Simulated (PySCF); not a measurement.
## What moves σ(S)?

GIAO PBE0/pcSseg-1 on GFN2-xTB geometries (PySCF, gas phase, non-relativistic):

| SMILES | IAO charge (e) of S | σ(S) (ppm) |
| --- | --- | --- |
| CO[C@@H]1O[C@@H](C)[Si@@H]1SC | -0.150 | 647.9 |
| CCO[C@@H]1[C@@H](C)[Si@@H]1SC | -0.149 | 741.9 |
| C=C1[C@@H](OC)[Si@H]1SC | -0.155 | 707.0 |
| CO[C@@H]1[C@H](C)[Si@@H]1S | -0.300 | 838.3 |
| CO[C@@H]1[C@@H](C)[Si@H]1CSC | 0.090 | 575.1 |
| CO[C@@H]1[C@@H](C)[Si@H]1S[SiH3] | -0.419 | 868.5 |
| C[SiH2]O[C@@H]1[C@@H](C)[Si@H]1SC | -0.157 | 711.9 |
| CO[C@@H]1[C@@H]([SiH2]C)[Si@H]1SC | -0.153 | 692.3 |
| CS[Si@@H]1[C@@H](C)[C@@H]1O[SiH3] | -0.156 | 713.9 |
| CO[C@@H]1[C@H](C)[Si@H]1SC | -0.157 | 692.4 |
| CO[C@@H]1[Si@@H](SC)[C@@]1(C)C=O | -0.142 | 687.9 |

(1) Fit σ(S) as a line in the IAO charge of S. How well does it hold?

(2) A further member, `CO[C@@H]1[C@@H]([SiH3])[Si@@H]1SC`, has x = -0.155. What does the line predict, and what does the calculation give?

Results:

(1) σ = 611.3 − 623.9 x, with x in e; correlation -0.94, rms deviation 25.8 ppm, largest 57.0 ppm at `CO[C@@H]1O[C@@H](C)[Si@@H]1SC`. A charge says how many electrons sit at the atom, not how easily they circulate, so such a line holds only within like compounds.

(2) The line gives 708.0 ppm; the calculation 707.0 ppm, a difference of -1.0 ppm, within the usual scatter of the fit.
